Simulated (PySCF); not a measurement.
C₃HF₄, SMILES FC(/[C]=C/F)(F)F, multiplicity 2. Geometry optimised at PBE-D3(BJ)/def2-SVP. The isomer is the one that the SMILES or the coordinates give; other isomers of the formula were not compared.

Q: Give the equilibrium geometry at PBE-D3(BJ)/def2-SVP (PySCF confirms it by a frequency run) as a Z-matrix, and its point group. (The exact figures need the calculation; the answer reports its results.)

A: point group Cs.
```
C
C 1 1.3244
F 2 1.3343 1 124.15
H 2 1.1091 1 122.66 3 -180.00
C 1 1.4748 2 136.29 4 0.00
F 5 1.3507 1 111.88 2 -119.66
F 5 1.3507 6 107.50 1 123.20
F 5 1.3640 6 107.58 7 115.59
```
Charge 0, spin multiplicity 2.
